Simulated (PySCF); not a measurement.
A structure optimised at PBE0-D3(BJ)/def2-SVP (Å):
```
atom  x, y, z in Å
C1     2.445   -0.128    0.055
S2     0.877   -0.839   -0.550
Si3   -0.485    0.114    0.795
C4    -2.194    0.041   -0.036
Cl5   -2.626   -1.655   -0.366
Cl6   -3.377    0.840    1.035
H7     2.671   -0.458    1.079
H8     3.232   -0.503   -0.613
H9     2.435    0.970    0.010
H10   -0.600   -0.552    2.123
H11   -0.097    1.546    0.972
H12   -2.221    0.570   -0.997
```

Neutral, closed shell.

Which heavy atoms are bonded, and with what formal order?

C1–S2 1.82 Å (single); S2–Si3 2.14 Å (single); Si3–C4 1.90 Å (single); C4–Cl5 1.78 Å (single); C4–Cl6 1.78 Å (single). Bonds to hydrogen (Å): C1–H7 1.10; C1–H8 1.10; C1–H9 1.10; Si3–H10 1.49; Si3–H11 1.49; C4–H12 1.10.

Write the SMILES.

`CS[SiH2]C(Cl)Cl`, C2H6Cl2SSi. Among its features: C–Cl bond, Si–H bond and C–Si bond.

Name the point group.

C1 (no symmetry element, even within 0.4 Å).

Describe the place of each heavy atom.

C1: S-methyl carbon; S2: sulfur bonded to C and Si; Si3: SiH2 silicon; C4: CHCl2 carbon; Cl5/Cl6: alkyl chlorine.

What is the arrangement about Si3?

It has 4 neighbours (S2, C4, H10, H11) and is distorted tetrahedral (angles from 106.3° to 114.2°).

What is the arrangement about S2?

It has 2 neighbours (C1, Si3) and is bent (angle 99.5°).

These are computed values.
